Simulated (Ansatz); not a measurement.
Consider the formal exchange of groups at a C–C bond: `CCCCCCCCC` + `[SiH3][SeH]` → `CC[SiH2][SeH]` + `CCCCCCC`.

Program: Ansatz. Geometries: PBE0-D4/def2-TZVP. ΔE: electronic, gas phase. CCSD(T)/CBS is the MP2 limit (def2-TZVPP, def2-QZVPP) plus CCSD(T) − MP2 in def2-TZVPP, frozen cores. DFT in def2-TZVPP. B3LYP here is the variant with VWN-RPA as its local correlation; programs differ in this. For Se outer-core shells are correlated without core-valence functions, which leaves a few kJ/mol of doubt a bond. Scalar relativity is left out up to krypton. One conformer a species, not always the lowest.

Is it downhill or uphill in electronic energy at CCSD(T)/CBS, and by how much? (Best estimate.)

Ansatz gave: Downhill: ΔE = -0.50 eV.

What do these levels give: PBE-D4, PBE0-D4, B2PLYP, PBE, B3LYP, HF/def2-QZVPP? (Best estimate.)

Computed: PBE-D4 -0.54, PBE0-D4 -0.53, B2PLYP -0.55, PBE -0.58, B3LYP -0.58, HF/def2-QZVPP -0.54 eV.

Largest T1 diagnostic among the species: 0.009.

In def2-TZVPP, CCSD(T) changes the Hartree–Fock value by +0.07 eV (the triples alone add +0.01 eV) and MP2 by +0.04 eV. The D4 term adds +0.05 eV with B3LYP and +0.04 eV with PBE0; it sums over pairs of atoms, weighted by their polarisabilities, and B3LYP, whose exchange is more repulsive, gets the larger term.
